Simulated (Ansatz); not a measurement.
Cartesian coordinates in Å:
```
O 0.1591 1.6781 -2.1252
Si 0.6416 0.4330 -1.1708
C -0.6382 0.0636 0.1577
Si -0.1667 -1.2552 1.4168
Cl -0.9166 1.6145 1.0403
H -0.0647 2.4964 -1.6764
H 1.9236 0.7226 -0.4767
H 0.7774 -0.7445 -2.0606
H -1.5905 -0.1987 -0.3118
H -1.2544 -1.4107 2.4140
H 0.0391 -2.5407 0.6959
H 1.0902 -0.8583 2.0969
```

The species carries charge 0 and has multiplicity 1.

(1) List the ωB97M-V/def2-TZVPP orbital energies in eV (the Gaussian-basis code of Ansatz). (Estimate.)

## Answers

(1) Computed: Occupied: -2772.31, -1807.57, -1807.20, -526.30, -282.72, -262.65, -200.19, -199.97, -199.97, -148.57, -148.29, -102.70, -102.68, -102.67, -102.41, -102.40, -102.39, -31.07, -26.81, -21.76, -18.55, -17.68, -16.18, -14.87, -13.91, -13.57, -12.94, -12.59, -12.21, -11.99, -11.42, -10.90, -10.31. Lowest empty: 1.44, 1.79, 2.55, 2.72, 3.03, 3.21, 3.46, 3.66.
